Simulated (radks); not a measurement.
Ionisation of the nickel ion Ni+, [Ar] 3d9, to [Ar] 3d8 as the strength of local exchange is varied. All-electron calculation, Dirac Kohn-Sham, Slater X-alpha exchange (alpha = 2/3 is LDA exchange), no correlation, spin-unpolarised, spherical densities, finite nucleus; open shells fill j = l - 1/2 first; Fermi nuclear charge, rms radius 3.7757 fm. Program: a radial shooting solver on a logarithmic mesh with Libxc functionals.

alpha  E(Ni+) (hartree)  exchange (hartree)  IE (eV)  -e of the level emptied (eV)  <r> of it (bohr)
0.568       -1506.84848           -49.40579   17.422                10.511 (3d5/2)             1.122
0.639       -1513.03829           -55.83512   18.625                11.462 (3d5/2)             1.096
0.667       -1515.48709           -58.38607   19.117                11.855 (3d5/2)             1.087
0.674       -1516.09998           -59.02516   19.241                11.955 (3d5/2)             1.084
0.727       -1520.74926           -63.88169   20.203                12.730 (3d5/2)             1.066
0.756       -1523.29985           -66.55220   20.743                13.170 (3d5/2)             1.057
0.818       -1528.76854           -72.29274   21.934                14.147 (3d5/2)             1.037
0.886       -1534.79107           -78.63747   23.296                15.277 (3d5/2)             1.017

NIST Atomic Spectra Database: 18.169 eV (measured). The Delta-SCF value meets it near alpha = 0.61. Spin polarisation and multiplet splitting are left out, so open shells lie too high by an amount that depends on their filling.

Beside tabulated values, note that spin-unpolarised runs miss the spin-polarisation part of the exchange energy of open shells.
